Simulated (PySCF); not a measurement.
Static response to an electric field

C8H12.
Structure used (GFN2-xTB), in Å, numbered top down from 1:
```
atom  x, y, z in Å
C1    -1.6173   -1.3858   -0.6235
C2    -1.2305    0.0693   -0.3483
C3    -1.9523    0.5930    0.8950
C4     0.2541    0.1917   -0.1883
C5     1.1044    0.8687   -0.9763
C6     2.5000    0.7268   -0.4656
C7     2.3148   -0.1342    0.7398
C8     1.0186   -0.4338    0.8801
H9    -1.3388   -2.0209    0.2140
H10   -2.6912   -1.4689   -0.7773
H11   -1.1099   -1.7509   -1.5138
H12   -1.5315    0.6787   -1.2086
H13   -3.0302    0.5450    0.7543
H14   -1.6719    1.6262    1.0885
H15   -1.6942   -0.0019    1.7677
H16    0.8571    1.4390   -1.8532
H17    3.1569    0.2576   -1.2019
H18    2.9433    1.6920   -0.2111
H19    3.1295   -0.4412    1.3702
H20    0.5840   -1.0395    1.6552
```

Level: PBE0/def2-SVPD (PySCF), static field, nuclei fixed, core orbitals frozen in the response. The polarisability tensor in these axes (au):

```
x   110.72   7.11  -1.85
y     7.11  80.24  -6.79
z    -1.85  -6.79  84.34
```

Q: What are the eigenvalues, a third of the trace, and Δα (Δα² = ½Σ(αi − αj)² over the three pairs)?

A: Principal values 74.57, 88.05 and 112.69 au; mean 91.77 au = 13.60 Å³ = 15.13 × 10⁻⁴⁰ C²·m²/J; Δα = 33.48 au (36 % of the mean).

Q: What is the dipole moment, and where does it point?

A: (0.10, 0.15, -0.19) D, 0.26 D in size, pointing from the negative to the positive side. Measured along this direction, the outermost atoms are H15 at the negative end and H16 at the positive end.

Q: Molar refractivity from α?

A: Lorentz–Lorenz: R = (4π/3)N_A α = 2.5225 cm³/(mol·Å³) × 13.60 Å³ = 34.3 cm³/mol, in the limit of long wavelengths.

Q: What depolarisation ratio follows for Rayleigh scattering of linearly polarised light, taking the static tensor?

A: ρ = 3Δα²/(45ᾱ² + 4Δα²) = 3363.7/(378978 + 4485.0) = 0.00877.

Q: Orientational against electronic polarisability at 298 K (dilute gas, rigid molecules)?

A: In Gaussian units μ²/3kT = 0.56 Å³ against 13.60 Å³, a ratio of 0.04; the Debye molar polarisation (4π/3)N_A(α + μ²/3kT) is 35.7 cm³/mol, leaving out the vibrational part.

Q: Find the Langevin capture rate constant for NH4+ (18.034 u) meeting this molecule (108.094 u), k = 2.342 × 10⁻⁹ cm³/s × √(α in Å³ / reduced mass in u).

A: The reduced mass is 15.46 u, so k = 2.20 × 10⁻⁹ cm³/s.

Q: Give the principal axes and the span of the nuclei along them.

A: Largest value along (0.96, 0.24, -0.12), where the nuclei span 6.15 Å; middle along (0.23, -0.51, 0.83), 4.15 Å; least along (-0.13, 0.83, 0.55), 4.29 Å. 

The structure is a single GFN2-xTB conformer in the gas phase; no vibrational or solvent corrections.
